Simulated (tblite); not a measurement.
Isomers of C3H7SSi (doublet state). Method: GFN2-xTB as coded in tblite; computed harmonic values from a numerical Hessian at the method's own geometry, unscaled. The method is semi-empirical: single wavenumbers can be off by several per cent or more. Modes of hydrogen on silicon can be 10 to 20 % off. One conformer each. Open shells enter through the occupations alone, without spin polarisation, and single modes of such species can be off by tens of per cent.

Electronic energies: GFN2-xTB at the same geometries; isomer energies are rough at this level and their order can be wrong.

| SMILES | electronic energy, lowest = 0 (kJ/mol) |
| --- | --- |
| [CH2]C(=C)S[SiH3] | 0.0 |
| C=C[SiH]SC | 37.7 |
| C=[C][SiH2]SC | 92.2 |

Task: How do GFN2-xTB zero-point energies change the relative energies?

Result: 
```
           SMILES  ZPE (kJ/mol)  of it from modes above 1550 cm⁻¹  electronic (kJ/mol)  with ZPE, lowest = 0 (kJ/mol)  lowest mode (cm⁻¹)  rings
[CH2]C(=C)S[SiH3]         211.4                             116.8                  0.0                            0.0                 10i      0
       C=C[SiH]SC         228.6                             132.9                 37.7                           54.9                  38      0
    C=[C][SiH2]SC         215.6                             127.5                 92.2                           96.4                  47      0
```

The zero-point energies span 17.2 kJ/mol, from `[CH2]C(=C)S[SiH3]` to `C=C[SiH]SC`. Slightly imaginary modes are left out of the zero-point energy: `[CH2]C(=C)S[SiH3]` 10.3i cm⁻¹. The order is unchanged.
